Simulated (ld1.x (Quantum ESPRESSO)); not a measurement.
# Tm, TM: configuration errors across variants

| Quantity | Value |
| --- | --- |
| Element | thulium (Tm) |
| Generator | ld1.x (Quantum ESPRESSO) 7.5 |
| Type | norm-conserving Troullier–Martins (Kleinman–Bylander form) |
| Functional | Wu–Cohen |
| Relativity | scalar-relativistic |
| Frozen core | [Kr] 4d10 4f13 |
| Valence charge | 10 |
| Reference configuration | 5s2 5p6 5d0 6s1.5 6p0 (charge +0.5) |
| Partial waves | 5s (bound): rc 1.60 bohr; 5p (bound): rc 1.65 bohr; 5d (bound, empty): rc 3.35 bohr |
| Local potential | all-electron potential smoothed inside 2.75 bohr (lloc = -1) |
| Core correction | none |

Occupied shells without a wave of their own: 6s. They enter only through the test configuration that unscreens the potential.

All-electron excitation energies from the reference (eV): (1) 5s2 5p6 5d0 6s2 6p0 -2.575; (2) 5s2 5p6 5d0 6s1 6p0 3.878; (3) 5s2 5p6 5d0 6s0 6p0 15.800; (4) 5s2 5p6 5d0.5 6s1.5 6p0 -1.023; (5) 5s2 5p6 5d0 6s0 6p1 7.553; (6) 5s2 5p6 5d1 6s0 6p0 6.532; (7) 5s2 5p6 5d0 6s1 6p1 0.313.

For the base: The 6s level has no wave, so the channel is fitted at the deeper level alone: the likely source of the large errors.

On the changes marked as counting shells twice: ld1.x takes every shell without a wave as core, so the model core holds the marked electrons as well and exchange and correlation see them twice. This cancels in the reference configuration, but the file is broken for other ones, and its errors say nothing about a proper core correction.

1 further variants failed, have other tests or too few solved ones, and are left out.

The file “base” misses its own reference levels by 0.4 eV. The file “wave 5s (bound): rc 1.60 bohr becomes 5s (bound): rc 2.48 bohr” misses its own reference levels by 0.6 eV. The file “wave 5d (bound): rc 3.35 bohr becomes 5d (bound): rc 5.00 bohr” misses its own reference levels by 0.4 eV. The file “core correction a·sin(br)/r model core inside 1.96 bohr (6s counted twice)” misses its own reference levels by 0.4 eV. The file “wave 5p (bound): rc 1.65 bohr becomes 5p (bound): rc 1.64 bohr” misses its own reference levels by 0.4 eV.

Errors AE − PS in meV (a dash: test not solved or not reliable):

```tsv
change	(1)	(2)	(3)	(4)	(5)	(6)	(7)	bound ghosts
base	+156	-220	-954	-1.7	-768	-569	-185	none
local potential all-electron potential smoothed inside 2.90 bohr (lloc = -1)	-22	+20	+50	-3.4	-27	+105	-26	none
wave 5s (bound): rc 1.60 bohr becomes 5s (bound): rc 2.48 bohr	+248	-340	-1414	-3.6	-1148	-924	-281	none
wave 5d (bound): rc 3.35 bohr becomes 5d (bound): rc 5.00 bohr	+156	-220	-954	+15	-768	-587	-185	none
all radii scaled by about 1.09 (s 1.74, p 1.80, d 3.64 bohr); local potential all-electron potential smoothed inside 3.00 bohr (lloc = -1)	-91	+112	+423	-2.3	+235	+365	+26	none
core correction a·sin(br)/r model core inside 1.96 bohr (6s counted twice)	+113	-282	-1517	-30	-947	-770	-279	none
wave 5p (bound): rc 1.65 bohr becomes 5p (bound): rc 1.64 bohr	+156	-220	-954	-1.7	-768	-569	-185	none
type RRKJ; local potential the s channel; rho0 0.01	+103	-143	-580	-2.8	-433	-344	-96	none
```

Question: Give the same row for: local potential all-electron potential smoothed inside 2.85 bohr (lloc = -1).

Answer: +65, -97, -434, -2.8, -380, -222, -101; bound ghosts: none.
